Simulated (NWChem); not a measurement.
Everything below was run with NWChem. System: C₂H₂F₂OSi, charge 0, spin multiplicity 1, at a geometry optimised with PBE0/def2-SVP. The structure started from a generated list of species. Level: MP2/def2-SVP, 10 core orbitals frozen.

NWChem printed:

```
             Northwest Computational Chemistry Package (NWChem) 7.3.0
             --------------------------------------------------------

                                NWChem Input Module
                                -------------------

 Scaling coordinates for geometry "geometry" by  1.889725989
 (inverse scale =  0.529177249)

                             Geometry "geometry" -> ""
                             -------------------------

 Output coordinates in angstroms (scale by  1.889725989 to convert to a.u.)

  No.       Tag          Charge          X              Y              Z
 ---- ---------------- ---------- -------------- -------------- --------------
    1 F                    9.0000     2.09388300    -0.31356900     0.95156300
    2 C                    6.0000     0.98732600     0.08084800     0.34972500
    3 C                    6.0000     0.75637900     1.17025400    -0.41047500
    4 O                    8.0000    -0.58171000     1.17027800    -0.78559600
    5 Si                  14.0000    -0.82978300    -0.20559800     0.21038900
    6 F                    9.0000    -1.40773800    -1.46721600    -0.60651800
    7 H                    1.0000     1.38426100     2.00333800    -0.74151400
    8 H                    1.0000    -1.75115600     0.03326800     1.33993100

 Effective nuclear repulsion energy (a.u.)     296.0579719801

            Nuclear Dipole moment (a.u.)
            ----------------------------
        X                 Y               Z
 ---------------- ---------------- ----------------
    -0.0000037795     0.0000094486    -0.0000000000


 Summary of "ao basis" -> "" (spherical)
 ------------------------------------------------------------------------------
       Tag                 Description            Shells   Functions and Types
 ---------------- ------------------------------  ------  ---------------------
 *                          def2-svp                  on all atoms

 Summary of "ao basis" -> "ao basis" (spherical)
 ------------------------------------------------------------------------------
       Tag                 Description            Shells   Functions and Types
 ---------------- ------------------------------  ------  ---------------------
 F                          def2-svp                 6       14   3s2p1d
 C                          def2-svp                 6       14   3s2p1d
 O                          def2-svp                 6       14   3s2p1d
[...]
    2 C    6     6.08   1.99  0.86  0.35  1.97  0.83  0.08
    3 C    6     5.70   1.99  0.90  0.20  1.92  0.61  0.08
    4 O    8     8.64   1.99  1.06  0.79  2.84  1.95  0.02
    5 Si  14    12.77   2.00  1.99  0.86  0.06  5.94  1.07  0.38  0.46
    6 F    9     9.45   1.99  1.12  0.83  3.34  2.18  0.01
    7 H    1     0.91   0.74  0.14  0.03
    8 H    1     1.13   0.75  0.37  0.01

       Multipole analysis of the density wrt the origin
       ------------------------------------------------

     L   x y z        total         open         nuclear
     -   - - -        -----         ----         -------
     0   0 0 0     -0.000000      0.000000     54.000000

     1   1 0 0      0.026186      0.000000     -0.000004
     1   0 1 0      0.388097      0.000000      0.000009
     1   0 0 1      0.442535      0.000000     -0.000000

     2   2 0 0    -31.034968      0.000000    299.632141
     2   1 1 0      1.726665      0.000000     64.732660
     2   1 0 1     -3.437951      0.000000     84.507030
     2   0 2 0    -29.965034      0.000000    157.406380
     2   0 1 1     -0.832846      0.000000    -24.248713
     2   0 0 2    -30.317652      0.000000     75.374619

                   NWChem MP2 Semi-direct Energy/Gradient Module
                   ---------------------------------------------

  Basis functions       =     98
  Molecular orbitals    =     98
  Frozen core           =     10
  Frozen virtuals       =      0
  Active alpha occupied =     17
  Active beta occupied  =     17
  Active alpha virtual  =     71
  Active beta virtual   =     71
  Use MO symmetry       = F
  Use skeleton AO sym   = F

  AO/Fock/Back tols     =   1.0D-09  1.0D-09  1.0D-09

 GA uses MA = F    GA memory limited = T

 Available:
  local mem=  1.15D+08
 global mem=  1.31D+08
 local disk=  0.00D+00
  mp2_memr nvloc                    71
  nvloc new                    71
   1 passes of  17:        3145728                      50370                  18783178.
   1 passes of  17: M    114684104           G      131052792           F     111538376.

 Semi-direct pass number   1 of   1  for RHF alpha+beta  at        3.8s
  vrange nnbf                  4573
  mp2_eaftype                    71  avail_ma_in_mb                   999
 EAF : mp2_eaftype filesize          71    9391589.
  mp2_eaf for mointskh                     71
Node 0 wrote     44.2 Mb in      0.0 s     Agg I/O rate:  1897.6 Mb/s
 Done moints_semi at        7.0s
  mp2_eaftype                    71  avail_ma_in_mb                   928
 EAF : mp2_eaftype filesize          71    9391589.
  mp2_eaf for kh                    71
 Done maket at        7.4s
 Done multipass loop at        7.4s

          -------------------------------------------
          SCF energy                -639.219657514100
          Correlation energy          -0.889914490341
          Singlet pairs               -0.533788675993
          Triplet pairs               -0.356125814348
          Total MP2 energy          -640.109572004441
          -------------------------------------------

          ---------------------------------------------------
                    Spin Component Scaled (SCS) MP2
          Same spin pairs                     -0.237417209565
          Same spin scaling factor             0.333333333333
          Opposite spin pairs                 -0.652497280776
          Opposite spin scaling fact.          1.200000000000
          SCS-MP2 correlation energy          -0.862135806786
          Total SCS-MP2 energy              -640.081793320886
          ---------------------------------------------------

 -----------------------
 Performance information
 -----------------------

 Timer overhead =  2.34D-07 seconds/call

               Nr. of calls         CPU time (s)                 Wall time (s)                GFlops
             ---------------    -------------------     ------------------------------   -------------------
Name         Min   Avg   Max    Min     Avg     Max     Min     Avg     Max   Mx/calls   Min     Max     Sum
mp2: moin     1     1     1    3.2     3.2     3.2      3.2     3.2     3.2     3.2      0.0     0.0     0.0
mp2: make     1     1     1   0.33    0.33    0.33     0.33    0.33    0.33    0.33      0.0     0.0     0.0
mp2: tota     1     1     1    3.6     3.6     3.6      3.6     3.6     3.6     3.6      0.0     0.0     0.0

 The average no. of pstat calls per process was 3.00D+00
 with a timing overhead of 7.03D-07s

 Task  times  cpu:        7.3s     wall:        7.3s

 Total times  cpu:        7.4s     wall:        7.4s
```

Write an NWChem input that would produce this output.

This is not unique; one that fits is 
```
start mol
memory heap 200 mb stack 800 mb global 1000 mb
geometry units angstroms nocenter noautoz noautosym
  F      2.093883    -0.313569     0.951563
  C      0.987326     0.080848     0.349725
  C      0.756379     1.170254    -0.410475
  O     -0.581710     1.170278    -0.785596
  Si    -0.829783    -0.205598     0.210389
  F     -1.407738    -1.467216    -0.606518
  H      1.384261     2.003338    -0.741514
  H     -1.751156     0.033268     1.339931
end
basis spherical
  * library def2-svp
end
scf
  rhf
  nopen 0
  maxiter 100
  thresh 1e-7
  semidirect memsize 60000000 filesize 0
end
mp2
  freeze core 10
end
task mp2 energy
```
